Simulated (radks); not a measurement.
Results of a calculation; reference values are marked as such.
Task: The mean radii <r> (bohr) of the occupied orbitals of an atom or ion are listed with their occupations. Level of theory: Dirac Kohn-Sham, exchange-only PBE, spin-unpolarised, spherical densities, finite nucleus; Fermi nuclear charge, rms radius of each element as measured or else 0.836 A^(1/3) + 0.57 fm (a radial shooting solver on a logarithmic mesh with Libxc functionals).

orbital  occ.      <r>
1s1/2       2  0.01744
2s1/2       2  0.07297
2p1/2       2  0.06017
2p3/2       4  0.06848
3s1/2       2   0.1899
3p1/2       2   0.1801
3p3/2       4   0.1954
3d3/2       4   0.1705
3d5/2       6   0.1752
4s1/2       2   0.4233
4p1/2       2   0.4267
4p3/2       4   0.4604
4d3/2       4   0.4719
4d5/2       6   0.4832
5s1/2       2   0.9791
5p1/2       2    1.065
4f5/2       6   0.5316
4f7/2       8   0.5393
5p3/2       4    1.164
5d3/2     2.8    1.606
5d5/2     4.2    1.665

Name the element and its charge. Open shells, if any, are shared by 2j + 1.

Result: Z = 77, iridium, charge +2: Ir2+ in [Xe] 4f14 5d7. The 1s radius gives Z: for a bare nucleus <r> = (2 gamma + 1)/(2Z) with gamma = sqrt(1 - (Z/c)^2), 0.01724 bohr for Z = 77, and screening makes it slightly larger (0.01744 here). The occupations add up to 75, and the charge is Z minus that.
